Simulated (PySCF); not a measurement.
## [Eu(NH3)]2+ at several levels of theory

Computed with PySCF 2.14.0 (density fitting, no spin-orbit coupling) at the geometry relaxed with PBE0:

```xyz
5
[Eu(NH3)]2+ (singlet in the valence; each metal's 4f electrons, 7 of them, lie in its core potential, out of spins and levels)
Eu    0.0000    0.0000   -0.2045
N     0.0000    0.0000    2.3774
H     0.9316    0.0000    2.8169
H    -0.4659    0.8068    2.8169
H    -0.4658   -0.8068    2.8169
```

| level | basis | state | HOMO (eV) | gap (eV) | charge on Eu1 (e) | population of f-type functions on Eu1 (polarisation alone where 4f lies in the core) | dipole about the centre of mass (D) | largest force component (eV/Å) |
| --- | --- | --- | --- | --- | --- | --- | --- | --- |
| PBE0 | Eu lcecp-0-SVP with ECP53, N def2-SVP, H def2-SVP | singlet | – | – | 1.72 | 0.01 | 2.15 | 0.00 |
| B3LYP | the same | singlet | – | – | 1.71 | 0.01 | 2.19 | 0.09 |
| PBE0 | Eu lcecp-0-TZVP with ECP53, N def2-TZVP, H def2-TZVP | singlet | – | – | 1.82 | 0.01 | 2.20 | 0.36 |

In the lcecp rows the 4f levels are missing from HOMO and gap, and the state counts the valence alone.

Charges are Mulliken's, which hang on the basis. The relaxation used the grid (50, 194), these runs (75, 302) or, all-electron (x2c bases, spin-free X2C Hamiltonian), (99, 590).

(1) What does M06-L with Eu lcecp-0-SVP with ECP53, N def2-SVP, H def2-SVP give here?

An lcecp potential fixes the number of 4f electrons, so in runs with it no electron can move into or out of that shell.

Answers

(1) state singlet, charge on Eu1 (e) 1.75, population of f-type functions on Eu1 (polarisation alone where 4f lies in the core) 0.01, dipole about the centre of mass (D) 2.00, largest force component (eV/Å) 0.12. Time: 3.9 s on 2 threads of Arm Neoverse N1 (shared host), from an already converged density.
